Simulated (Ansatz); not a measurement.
Compare A (`Cl[SiH]1CO[SiH2]O1`) with its isomer B (`O=C[SiH2][SiH](O)Cl`).

Gas-phase electronic energies from Ansatz, PBE0-D4/def2-TZVP geometries. CCSD(T)/CBS adds triple-zeta CCSD(T) − MP2 to the extrapolated MP2 energy (def2 sets, frozen cores). DFT in def2-TZVPP. B3LYP here is the variant with VWN-RPA as its local correlation; programs differ in this. One conformer a species, not always the lowest.

(1) Which isomer does CCSD(T)/CBS put lower? Give the gap. (An estimate is asked.)

(2) Give E(B) − E(A) in kcal/mol with B3LYP-D4, r2SCAN-D4, CCSD(T)/def2-TZVPP, PBE-D4, PBE0-D4, CCSD/def2-TZVPP, B2PLYP. (Best estimate.)

Largest T1 diagnostic: 0.014.

Results:

(1) Computed: A, by 69.4 kcal/mol.

(2) Computed: B3LYP-D4 65.0, r2SCAN-D4 67.3, CCSD(T)/def2-TZVPP 68.2, PBE-D4 59.4, PBE0-D4 65.7, CCSD/def2-TZVPP 69.3, B2PLYP 67.1. None reverses the order clearly.

The D4 term adds +1.4 kcal/mol with B3LYP and +0.7 kcal/mol with PBE0; it sums over pairs of atoms, weighted by their polarisabilities, and B3LYP, whose exchange is more repulsive, gets the larger term. From PBE to PBE0 (25 % exact exchange), in def2-TZVPP and without D4, E(B) − E(A) moves by +6.5 kcal/mol.
